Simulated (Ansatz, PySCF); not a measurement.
Gas-phase reaction (SMILES): CN(C)[Si](Cl)(Cl)Cl + F (HF) -> F[Si](Cl)(Cl)Cl + CNC [N-methylmethanamine]; hydrogen fluoride cleaves one Si-N bond, a model of a ligand-exchange step.

Geometries: B3LYP-D3(BJ)/def2-TZVP minima from Ansatz (a program for electronic structure), one conformer each, not searched for the lowest. Cores are frozen in the correlated levels unless marked. No spin-orbit coupling. No relativistic terms. CBS marks a two-point X^-3 extrapolation of the correlation energy; Hartree-Fock from the larger set. [CCSD(T)-MP2]/basis is that difference in the basis named. Thermal terms are rigid-rotor harmonic-oscillator values from B3LYP-D3(BJ) frequencies (Ansatz or PySCF) at 298.15 K and 1 atm. 1 Eh = 627.5095 kcal/mol.

```tsv
species	E, RI-MP2/CBS(aug-cc-pV(T+d)Z,aug-cc-pV(Q+d)Z)+[CCSD(T)-MP2]/aug-cc-pV(T+d)Z (Ansatz) (Eh)	E, PBE-D3(BJ)/def2-TZVPD (Ansatz + dftd3) (Eh)	H - E (Eh)
CN(C)[Si](Cl)(Cl)Cl	-1803.00613	-1804.08172	0.09934
F (HF)	-100.39388	-100.39533	0.01259
F[Si](Cl)(Cl)Cl	-1768.42254	-1769.46658	0.01555
CNC	-135.00124	-135.03294	0.09743
```

**Question.** Work out ΔE and ΔH at 298.15 K at the first level, then ΔH at the second.

**Answer.** 
1. ΔE = [(-1768.42254) + (-135.00124)] - [(-1803.00613) + (-100.39388)] = -0.02377 Eh = -14.9 kcal/mol at RI-MP2/CBS(aug-cc-pV(T+d)Z,aug-cc-pV(Q+d)Z)+[CCSD(T)-MP2]/aug-cc-pV(T+d)Z.
2. The terms H - E add up to 0.00105 Eh, so ΔH = (-0.02377 + (0.00105))×627.5095 = -14.3 kcal/mol.
3. At PBE-D3(BJ)/def2-TZVPD the same steps give ΔE = -14.1 and ΔH = -13.4 kcal/mol, a shift of +0.9 from the first level.
4. These values are not checked against measurement here, since the tables used lack a sound gas-phase enthalpy of formation for at least one species.
